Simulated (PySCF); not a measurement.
## Ionisation energy of Nb²³⁺ by level of theory

Nb²³⁺ [Ar] (1S) → Nb²⁴⁺ [Ne] 3s2 3p5 (2P), as a difference of total energies. All numbers are calculated (PySCF 2.14, scalar relativity by spin-free X2C-1e, in an even-tempered Gaussian basis (18 s from 2.7 bohr⁻², ratio 2.5; 12 p from 3.5 bohr⁻², ratio 2.5; 5 d from 18 bohr⁻², ratio 2.7; 4 f from 27 bohr⁻², ratio 2.7)). Correlated levels: outer shells: 1s2 frozen; virtual orbitals above 40 to 60 times the deepest correlated orbital energy dropped. The calculations carry no spin-orbit coupling.

| method | ionisation energy (eV) |
| --- | --- |
| UHF | 1182.7 |
| MP2 (outer shells) | 1183.6 |
| SCS-MP2 (outer shells) | 1183.4 |
| CCSD (outer shells) | 1183.5 |
| CCSD(T) (outer shells) | 1183.5 |

A first-order spin-orbit estimate (lowest level to lowest level, LS coupling) adds -6.644 eV.

Breit and QED terms and the two-electron picture change are absent.

For comparison: 1176 ± 4 eV (semi-empirical (NIST evaluation); NIST Atomic Spectra Database, ionization energies).
